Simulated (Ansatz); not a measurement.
```csv
atom,x (Å),y (Å),z (Å)
Li,-0.7872,-0.7872,-0.7872
F,-0.8731,-0.8731,0.8731
F,-0.8731,0.8731,-0.8731
Li,-0.7872,0.7872,0.7872
F,0.8731,-0.8731,-0.8731
Li,0.7872,-0.7872,0.7872
Li,0.7872,0.7872,-0.7872
F,0.8731,0.8731,0.8731
```

Basis set: 6-31G* (spherical functions). Frozen core: 4 orbitals. Charge 0, multiplicity 1.

Computed with Ansatz (development build ahead of 0.2.0); each method stands on the lowest determinant of its kind that the runs found. Restricted open shells among the atoms or ions are ROHF, correlated in semicanonical orbitals with singles.

(1) Give the atomization energy at this shape (free ground-state atoms in the same class of orbitals less the molecule, no zero-point energy) of singlet Li₄F₄ by RHF-MP2, RHF.

Answers

(1)

```json
{"method": "RHF-MP2", "atomization energy": "2958.7 kJ/mol"}
{"method": "RHF", "atomization energy": "2257.9 kJ/mol"}
```

Caution: no unrestricted run beside it, a lower state can exist; the shape is not the minimum.
